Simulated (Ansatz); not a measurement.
Basis sets compared for Si(vinyl)2(NHMe)2 (C₆H₁₄N₂Si). Total charge 0; singlet. Geometry PBE-D4/def2-SVP. Ansatz on 4 threads of Arm Neoverse V2 on a shared host; times are rough, and most runs start from earlier orbitals.

| atom | x (Å) | y (Å) | z (Å) |
| --- | --- | --- | --- |
| Si1 | 0.1900 | -0.1649 | -0.2548 |
| C2 | 1.2572 | 0.9844 | -1.3019 |
| C3 | 0.7976 | 2.1746 | -1.7393 |
| H4 | 2.2979 | 0.7036 | -1.5587 |
| H5 | -0.2309 | 2.5048 | -1.5047 |
| H6 | 1.4092 | 2.8686 | -2.3432 |
| C7 | 0.9789 | -0.3424 | 1.4493 |
| C8 | 1.9978 | 0.4194 | 1.8983 |
| H9 | 0.6009 | -1.1419 | 2.1172 |
| H10 | 2.4190 | 1.2377 | 1.2869 |
| H11 | 2.4601 | 0.2721 | 2.8911 |
| N12 | 0.0561 | -1.6505 | -1.1589 |
| C13 | -0.6722 | -2.8251 | -0.7170 |
| H14 | 0.7720 | -1.8374 | -1.8640 |
| H15 | -0.0517 | -3.5733 | -0.1658 |
| H16 | -1.4888 | -2.5090 | -0.0352 |
| H17 | -1.1532 | -3.3591 | -1.5673 |
| N18 | -1.4417 | 0.3874 | 0.0099 |
| C19 | -1.9315 | 1.2179 | 1.0931 |
| H20 | -2.0884 | 0.2884 | -0.7767 |
| H21 | -2.8834 | 0.8313 | 1.5240 |
| H22 | -1.1867 | 1.2320 | 1.9148 |
| H23 | -2.1081 | 2.2815 | 0.8030 |

Binding counts from free atoms (Si triplet, C triplet, H doublet, N quartet) in the same basis, without a counterpoise term.

| level | functions | energy (Eh) | HOMO (eV) | LUMO (eV) | binding per atom (eV) | wall time |
| --- | --- | --- | --- | --- | --- | --- |
| PBE-D4/def2-SVP | 200 | -635.1239 | -4.90 | -1.10 | 4.23 | 2.6 s |
| PBE0-D4/def2-SVP | 200 | -635.1990 | -6.28 | -0.10 | 4.17 | 4.1 s |

Estimate the rows for PBE-D4/def2-TZVP, PBE0-D4/def2-TZVP.


| level | functions | energy (Eh) | HOMO (eV) | LUMO (eV) | binding per atom (eV) | wall time |
| --- | --- | --- | --- | --- | --- | --- |
| PBE-D4/def2-TZVP | 369 | -635.6157 | -5.11 | -1.33 | 4.21 | 6 s |
| PBE0-D4/def2-TZVP | 369 | -635.6815 | -6.44 | -0.33 | 4.14 | 10 s |
